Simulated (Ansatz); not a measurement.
Mulliken charges of `[F][InH][SH]` from B3LYP/def2-TZVPP in Ansatz (PBE0-D4/def2-TZVP geometry).

```
atom   x (Å)   y (Å)   z (Å)  charge (e)
  F1  -1.098  -1.195   0.958      -0.498
 In2  -0.537   0.021  -0.466       0.809
  S3   1.648   0.759   0.031      -0.354
  H4  -1.633   0.318  -1.722      -0.087
  H5   1.671   0.024   1.157       0.130
```

Task: By hand: the dipole of these point charges (1 e Å = 4.8032 D).

Result: Σ q r = (-0.112, 0.319, -0.565) e Å, of length 0.658 e Å = 3.16 D.

Task: How does the dipole of the full density compare? (Estimate.)

Result: The calculation gave: (-0.007, 0.238, -0.365) e Å, 2.09 D; the point charges give 1.51 times that, at 10° from its direction.

Point charges leave out the atoms' own dipoles, such as those of lone pairs, and Mulliken's split depends on the basis, so the two needn't agree.

B3LYP here is the variant with VWN-RPA as its local correlation; programs differ in this.
